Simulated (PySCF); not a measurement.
C4H6OS, SMILES C=C1O[C@@H](C)S1. Atoms are numbered in the order given.

```xyz
12

C      2.2808    -0.5804     0.4976
C      1.0503    -0.2275     0.1297
O      0.1921    -0.9100    -0.6925
C     -0.9014     0.0172    -0.6858
C     -2.1803    -0.5919    -0.1755
S     -0.0043     1.1750     0.4686
H      2.8618     0.0578     1.1623
H      2.7095    -1.5147     0.1317
H     -1.0222     0.4712    -1.6831
H     -2.0337    -1.0138     0.8289
H     -2.5034    -1.3941    -0.8592
H     -2.9756     0.1684    -0.1337
```
Charge 0, spin multiplicity 1.

Geometry: B3LYP-D3(BJ)/def2-SVP. The structure was generated by enumeration; whether it is a known compound was not checked.

All values below come from PBE0/pcSseg-1 run with PySCF.

GIAO shieldings, no solvent; atoms listed in one row are averaged. δ = σ(ref) − σ: ¹³C against TMS (σ = 186.3 ppm); ¹⁷O against H2O (σ = 334.2 ppm); ³³S against H2S (σ = 716.7 ppm); ¹H against TMS (σ = 31.56 ppm), references at their B3LYP-D3(BJ)/def2-TZVP geometries, non-relativistic.

```json
[
 {"nucleus": "¹³C", "atoms": "C2", "count": "1", "δ (ppm)": "165.6"},
 {"nucleus": "¹³C", "atoms": "C1", "count": "1", "δ (ppm)": "87.5"},
 {"nucleus": "¹³C", "atoms": "C4", "count": "1", "δ (ppm)": "85.6"},
 {"nucleus": "¹³C", "atoms": "C5", "count": "1", "δ (ppm)": "28.9"},
 {"nucleus": "¹⁷O", "atoms": "O3", "count": "1", "δ (ppm)": "213.3"},
 {"nucleus": "³³S", "atoms": "S6", "count": "1", "δ (ppm)": "446.6"},
 {"nucleus": "¹H", "atoms": "H9", "count": "1", "δ (ppm)": "5.91"},
 {"nucleus": "¹H", "atoms": "H8", "count": "1", "δ (ppm)": "5.11"},
 {"nucleus": "¹H", "atoms": "H7", "count": "1", "δ (ppm)": "4.24"},
 {"nucleus": "¹H", "atoms": "H10, H11, H12", "count": "3", "δ (ppm)": "2.01"}
]
```
